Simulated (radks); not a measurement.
Results of a calculation; reference values are marked as such.
Q: The table gives one normalised radial function P(r) = r R(r) of In2+ in [Kr] 4d10 5s1 (r in bohr). Level of theory: non-relativistic Kohn-Sham, LDA (Slater exchange, Perdew-Wang correlation), spin-polarised, spherical densities, point nucleus; open shells are filled with parallel spins first (spin-orbit coupling, left out, can overturn this in heavy ions); relativity is left out, which matters for an element this heavy (a radial shooting solver on a logarithmic mesh with Libxc functionals).

| r | P |
|---|---|
| 0.001179 | 0.0162 |
| 0.001802 | 0.0240 |
| 0.002754 | 0.0349 |
| 0.004208 | 0.0495 |
| 0.00643 | 0.0673 |
| 0.009905 | 0.0854 |
| 0.01514 | 0.0950 |
| 0.02313 | 0.0810 |
| 0.03534 | 0.0250 |
| 0.054 | -0.0732 |
| 0.08318 | -0.1553 |
| 0.1271 | -0.0947 |
| 0.1942 | 0.1295 |
| 0.2968 | 0.2257 |
| 0.4535 | -0.0870 |
| 0.6986 | -0.3666 |
| 1.067 | 0.0167 |
| 1.631 | 0.6195 |
| 2.492 | 0.6959 |
| 3.809 | 0.3194 |
| 5.867 | 0.0501 |

Which n and l does it have? It may be an empty orbital.

A: n = 5, l = 0: the number of nodes gives n - l - 1 = 4, the rise at small r (about r^(l+1)) gives l, and the extent must fit the shell. The curve is that of 5s down; the table hardly tells the two spins apart. 5s down (empty): eigenvalue -22.505 eV, 4 radial nodes at r = 0.0399, 0.155, 0.416, 1.06 bohr, <r> = 2.41 bohr, 90 % of the charge inside 3.50 bohr.
